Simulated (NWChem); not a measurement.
System: SiN, doublet; SMILES N#[Si]

Input file for NWChem:

```
start job
memory heap 200 mb stack 900 mb global 1100 mb
geometry units angstroms noautosym nocenter noautoz
  Si     0.000000     0.000000    -0.526387
  N      0.000000     0.000000     1.048508
end
basis spherical
  * library def2-tzvp
end
dft
  odft
  mult 2
  xc xpbe96 cpbe96
  iterations 150
end
property
  efieldgrad
end
task dft property
```

Structure relaxed at the PBE0/def2-SVP, spin-unrestricted level. No stability test was run on the SCF state.

Vzz is the largest principal value of the second derivative of the potential at the nucleus (NWChem prints the opposite sign); η is the asymmetry. Non-relativistic.

Atoms are numbered as in the input.

Problem. Give the results of this calculation. (PBE/def2-TZVP, spin-unrestricted.) Quantities: Vzz N2 (a.u.); η N2.

Solution. 
```json
{
 "Vzz N2 (a.u.)": "0.608",
 "η N2": "0.00"
}
```
